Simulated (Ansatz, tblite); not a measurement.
Removing and adding an electron: Sn₁₃H₂₀, a cluster cut from cubic tin. Total charge 0; singlet. Geometry: PBE-D4/def2-SVP. Ansatz, gas phase; energy differences of separate SCF runs; the oxidised species was run as a doublet alone; the reduced species was run as a doublet alone.

```xyz
33

Sn   -2.944    0.394   -2.940
Sn    4.457   -0.855    0.306
Sn    0.106   -2.619   -1.376
Sn    1.130    1.905   -1.412
Sn   -2.747    2.745    0.992
Sn    0.450   -0.218    2.579
Sn   -3.631   -1.754    1.096
Sn    3.905    1.439   -1.223
Sn   -0.190   -0.187   -2.764
Sn   -4.032    0.630   -0.352
Sn    3.215   -0.711    2.825
Sn   -0.873   -2.322    1.247
Sn    0.012    2.183    1.163
H    -3.763   -0.862   -3.819
H    -3.187    1.875   -3.815
H     6.173   -1.044    0.498
H     3.876   -2.255   -0.536
H    -0.805   -3.855   -2.189
H     1.767   -3.123   -1.361
H     0.864    3.379   -2.305
H    -2.993    4.241    0.142
H    -3.410    2.943    2.586
H    -0.242   -0.068    4.173
H    -4.469   -3.068    0.326
H    -4.295   -1.587    2.693
H     4.597    1.291   -2.810
H     4.657    2.809   -0.464
H     0.478   -0.346   -4.367
H    -5.739    0.960   -0.467
H     3.486   -2.176    3.719
H     3.941    0.581    3.731
H    -0.629   -3.804    2.132
H     0.833    3.479    1.993
```

In the def2 sets Sn takes a core potential; there is no spin–orbit coupling. The xTB rows come from tblite. Single mean-field runs in def2-TZVP are fitted with def2-universal-jkfit. HOMO above LUMO, or a gap near zero within one spin, warns that the state may not be the lowest or that an electron is smeared out.

```csv
level,−HOMO (eV),vertical IE (eV),−LUMO (eV),vertical EA (eV),HOMO–LUMO gap (eV),IE − EA (eV),remarks
GFN2-xTB,10.82,12.22,9.44,8.13,1.37,4.09,–
PBE-D4/def2-TZVP,6.00,7.50,2.69,1.41,3.31,6.09,"gap within one spin near zero (+1 doublet), gap within one spin near zero (-1 doublet)"
BLYP-D4/def2-TZVP,5.85,–,2.71,1.47,3.15,–,–
```

Task: Estimate the rows for GFN1-xTB, PBE0-D4/def2-TZVP.

Result: 
| level | −HOMO (eV) | vertical IE (eV) | −LUMO (eV) | vertical EA (eV) | HOMO–LUMO gap (eV) | IE − EA (eV) |
| --- | --- | --- | --- | --- | --- | --- |
| GFN1-xTB | 10.52 | 12.00 | 8.53 | 7.13 | 1.99 | 4.87 |
| PBE0-D4/def2-TZVP | 6.82 | 7.87 | 1.91 | 1.03 | 4.91 | 6.83 |

Run but left out: BLYP-D4/def2-TZVP (charge +1 doublet: an occupied level 0.02 eV above an empty one).   Raw xTB energy differences between charge states are shifted by several eV; the methods need an empirical correction for them. Sets without diffuse functions give affinities that are too small.
